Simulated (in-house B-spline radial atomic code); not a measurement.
Values are calculated unless marked as measured or tabulated.
**Two electrons in Ge: a parabolic dot with ħω = 32.5 meV in all three directions with an ionised donor at its centre**

For Ge the NSM archive of the Ioffe Institute lists m_l = 1.6 m0, m_t = 0.08 m0 and ε = 16.2; the model takes one isotropic valley with the conductivity mass 3/(1/m_l + 2/m_t) = 0.117 m0, and so misses anisotropy and the other valleys. All triplets below are those of one valley; with several valleys two electrons can form a triplet in the 1s orbital itself, at an energy set by the valley splitting. Real donors also feel a central-cell potential, which shifts the ground state.

Effective-mass model with parabolic bands, a uniform dielectric constant, no image charges, no central-cell or spin-orbit terms. Two-electron levels come from full CI in B-splines with partial waves to l = 5 (up to 0.001 effective hartree above the limit).

Task: What are the effective units, and what is the potential in them?

Result: Ha* = 27211.386 meV × 0.117/16.2² = 12.13 meV and a* = 0.0529177 nm × 16.2/0.117 = 7.327 nm. The frequency is ω = 2.68 Ha*, with −1/r added.

In these units the lowest s and p orbitals lie at 1.9959 and 5.4310, and their Coulomb and exchange integrals are J_ss = 1.5143, J_sp = 1.1745 and K_sp = 0.2142. Full CI gives 5.4244 for the ground singlet, 8.3676 for the sp triplet, 8.7435 for the sp singlet and 10.6893 for the lowest triplet of two s orbitals.

Task: What does it cost to add the second electron, to first order and exactly?

Result: To first order E = 2ε_s + J_ss = 5.5060, so the charging energy E(2) − 2E(1) is J_ss = 18.37 meV. CI gives 5.4244 − 2 × (1.9959) = 1.4327, or 17.38 meV: relaxation and correlation lower it by 0.9902 meV, 5.4 % of J_ss. The s² configuration of one-electron orbitals holds 99.0 % of the state, and the mean radius is 4.61 nm.

Task: How far above the singlet do the triplets lie?

Result: To first order the sp triplet lies at ε_s + ε_p + J_sp − K_sp = 8.3872, which is 34.95 meV above 2ε_s + J_ss. CI gives 8.3676 − (5.4244) = 2.9432, or 35.7 meV, 86 % of the orbital spacing of 41.67 meV. The ss triplet lies 63.87 meV up, so the lower of the two is the sp one, and its gap equals k_BT at 414 K. The sp singlet-triplet splitting is 4.56 meV, against 2K_sp = 5.198 meV.
